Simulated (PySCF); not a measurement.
C₆H₁₇P₂ (charge +1).
Atom-mapped SMILES: `[CH3:1][CH2:2][CH2:3][CH2:4][P+:5]([CH3:6])([CH3:7])[PH2:8]` (hydrogens: H9, H10, H11 on C1; H12, H13 on C2; H14, H15 on C3; H16, H17 on C4; H18, H19, H20 on C6; H21, H22, H23 on C7; H24, H25 on P8)

Computed by this run: PySCF, PBE0-D3(BJ)/def2-SVP geometry optimisation, gas phase; density fitting, grid level 1; the optimiser is geomeTRIC in internal coordinates, started from a GFN2-xTB structure.

Step 0: E = -25046.9118 eV
```
atom  x, y, z in Å  |  force x, y, z in eV/Å
C1      3.1038    0.1198    1.3264   -0.159   0.317  -0.593
C2      2.6009    0.8342    0.0776   -0.355  -0.181   0.614
C3      1.0787    0.9881    0.0485    0.398  -0.420  -0.225
C4      0.3679   -0.3538   -0.1432   -0.274   0.786  -0.004
P5     -1.4455   -0.1532   -0.1364    0.254  -1.049   0.641
C6     -2.0001    0.0103    1.5934    0.114   0.172  -0.640
C7     -2.1687   -1.6857   -0.7909    0.048   0.574   0.018
P8     -1.9654    1.4985   -1.4488    0.377  -0.119  -0.651
H9      2.7722   -0.9150    1.3613   -0.102  -0.480   0.094
H10     4.1895    0.1173    1.3357    0.468  -0.071   0.085
H11     2.7607    0.6276    2.2250   -0.113   0.177   0.431
H12     2.9285    0.2951   -0.8128    0.138  -0.085  -0.383
H13     3.0440    1.8302    0.0414    0.135   0.317  -0.125
H14     0.7546    1.4548    0.9825   -0.138   0.227   0.260
H15     0.8055    1.6530   -0.7786   -0.081   0.216  -0.146
H16     0.6337   -1.0557    0.6516   -0.057  -0.281   0.189
H17     0.6529   -0.7955   -1.1028    0.003  -0.173  -0.247
H18    -1.5223    0.8716    2.0583    0.154   0.296   0.143
H19    -3.0813    0.1412    1.6254   -0.349   0.052  -0.004
H20    -1.7311   -0.8899    2.1447    0.135  -0.355   0.133
H21    -3.2535   -1.6607   -0.6920   -0.360   0.002   0.027
H22    -1.9099   -1.7866   -1.8447    0.096  -0.057  -0.340
H23    -1.7782   -2.5415   -0.2403    0.172  -0.225   0.227
H24    -1.8285    2.4296   -0.4149    0.144   0.479   0.444
H25    -3.3287    1.3055   -1.1967   -0.648  -0.119   0.052
```

Step 1: E = -25047.0050 eV
```
atom  x, y, z in Å  |  force x, y, z in eV/Å
C1      3.1153    0.0881    1.3314    0.022  -0.032   0.091
C2      2.6137    0.8409    0.1125    0.041   0.018  -0.130
C3      1.0974    1.0103    0.0539   -0.066   0.085   0.066
C4      0.3672   -0.3108   -0.1736   -0.043  -0.194  -0.011
P5     -1.4430   -0.1949   -0.1308    0.024   0.175  -0.004
C6     -1.9942    0.0471    1.5708   -0.003  -0.112   0.075
C7     -2.1698   -1.7112   -0.7828    0.040  -0.077   0.017
P8     -2.0298    1.4555   -1.4592   -0.117   0.050   0.085
H9      2.7683   -0.9584    1.3609    0.007   0.029  -0.007
H10     4.2148    0.0555    1.3445   -0.029  -0.005  -0.002
H11     2.7912    0.5782    2.2647    0.016  -0.025  -0.023
H12     2.9542    0.3412   -0.8131   -0.002   0.041   0.047
H13     3.0635    1.8473    0.0915   -0.019  -0.037   0.005
H14     0.7535    1.4815    0.9936    0.002  -0.020  -0.043
H15     0.8411    1.7076   -0.7625    0.009  -0.012   0.011
H16     0.6358   -1.0670    0.5879    0.009   0.050  -0.064
H17     0.6283   -0.7381   -1.1590   -0.007   0.020   0.053
H18    -1.5066    0.9307    2.0088   -0.006  -0.018  -0.043
H19    -3.0855    0.1845    1.6023    0.033  -0.008  -0.017
H20    -1.7233   -0.8451    2.1602   -0.021   0.061   0.004
H21    -3.2658   -1.6809   -0.6874    0.031   0.013   0.002
H22    -1.9009   -1.8283   -1.8438    0.003   0.009   0.034
H23    -1.7809   -2.5722   -0.2144   -0.033   0.039  -0.030
H24    -1.8464    2.4267   -0.4215   -0.009  -0.071  -0.103
H25    -3.4185    1.2511   -1.1652    0.118   0.021  -0.014
```

Problem. Estimate the geometry and energy of step 2. (The exact step hangs on the optimiser's Hessian estimate; all steps are aligned on step 1, rigid shifts and turns removed.)

Solution. E = -25047.0089 eV, largest force 0.068 eV/Å
```
atom  x, y, z in Å  |  force x, y, z in eV/Å
C1      3.1123    0.0759    1.3260    0.000  -0.003   0.011
C2      2.6094    0.8467    0.1160    0.001   0.005  -0.015
C3      1.0914    1.0126    0.0601    0.005   0.013   0.022
C4      0.3660   -0.3107   -0.1765   -0.023  -0.050  -0.002
P5     -1.4414   -0.1897   -0.1302    0.013   0.066   0.009
C6     -1.9915    0.0511    1.5722    0.005  -0.038   0.018
C7     -2.1613   -1.7123   -0.7737    0.002  -0.018  -0.006
P8     -2.0352    1.4491   -1.4716   -0.020  -0.029   0.002
H9      2.7672   -0.9706    1.3373    0.000   0.001  -0.004
H10     4.2110    0.0443    1.3391    0.000  -0.002  -0.005
H11     2.7876    0.5483    2.2670    0.000   0.001  -0.004
H12     2.9531    0.3628   -0.8147    0.000   0.009   0.003
H13     3.0555    1.8536    0.1097    0.000   0.000   0.013
H14     0.7450    1.4728    1.0028    0.005   0.001  -0.005
H15     0.8331    1.7162   -0.7495    0.003  -0.007  -0.006
H16     0.6393   -1.0672    0.5798    0.001   0.001  -0.009
H17     0.6269   -0.7332   -1.1621    0.004   0.015  -0.001
H18    -1.5076    0.9404    2.0000   -0.007   0.011  -0.005
H19    -3.0825    0.1841    1.6011   -0.001   0.003  -0.006
H20    -1.7177   -0.8325    2.1703    0.004   0.010  -0.001
H21    -3.2565   -1.6819   -0.6797   -0.003  -0.002  -0.007
H22    -1.8899   -1.8330   -1.8326    0.001  -0.001   0.001
H23    -1.7735   -2.5690   -0.2014   -0.005   0.006   0.005
H24    -1.8449    2.4318   -0.4540    0.010   0.002  -0.011
H25    -3.4162    1.2497   -1.1654    0.005   0.005   0.003
```

The energy changes by -0.0039 eV. The first-order estimate −F·Δx gives -0.0068 eV and the mean of the old and new forces, exact on a quadratic surface, -0.0043 eV. The step makes an angle of 80° with the force vector and moves no atom by more than 0.033 Å.

What follows is the cost of the whole optimisation. Time: 4.1 min; peak memory 0.81 GiB. Hardware: one thread, Arm Neoverse N1 (aarch64), no GPU, on a shared host.
